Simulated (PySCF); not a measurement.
Dissociation curve of SMILES O=[SiH2], singlet. The O1–Si2 bond (O1 also carries nothing else; Si2 carries H, H) is stretched with both fragments frozen at the PBE0/def2-TZVP optimised geometry.

Levels of theory: CASSCF(4,4)/cc-pVDZ (PySCF); UHF/cc-pVDZ (PySCF); RCCSD(T) = CCSD(T) on RHF/cc-pVDZ, 6 core orbitals frozen (PySCF 2.14.0); UCCSD(T) = CCSD(T) on UHF/cc-pVDZ, 6 core orbitals frozen run with PySCF.

Energies relative to the lowest point of each curve near equilibrium, in kcal/mol:

```tsv
R / Å	CASSCF(4,4)	UHF	RCCSD(T)
1.13	252.9	238.3	258.2
1.37	28.3	21.0	30.2
1.44	9.6	5.1	10.7
1.45	7.8	3.8	8.8
1.67	5.8	11.0	5.2
2.04	55.5	50.9	55.5
2.30	86.5	68.0	86.1
2.49	101.7	72.8	102.9
3.35	121.2	76.8	170.6
3.73	122.2	77.0	178.8
4.10	122.5	76.9	180.1
4.59	122.7	77.0	180.5
```

### Question
What does UCCSD(T) give at the same points?

### Answer
1.13: 258.2; 1.37: 30.2; 1.44: 10.7; 1.45: 8.8; 1.67: 6.7; 2.04: 61.4; 2.30: 97.6; 2.49: 116.5; 3.35: 139.9; 3.73: 140.8; 4.10: 141.0; 4.59: 141.2 (kcal/mol).

The unrestricted solution behind UHF, UCCSD(T) changes between 2.04 and 2.30 Å, which can leave a kink. The unrestricted determinant behind UHF, UCCSD(T) is spin-contaminated at 1.67 to 5.36 Å (<S²> up to 2.0, against 0.00 for a pure singlet). The T1 diagnostic of CCSD on the restricted reference of RCCSD(T) exceeds 0.045 at 1.89 to 3.04 Å.
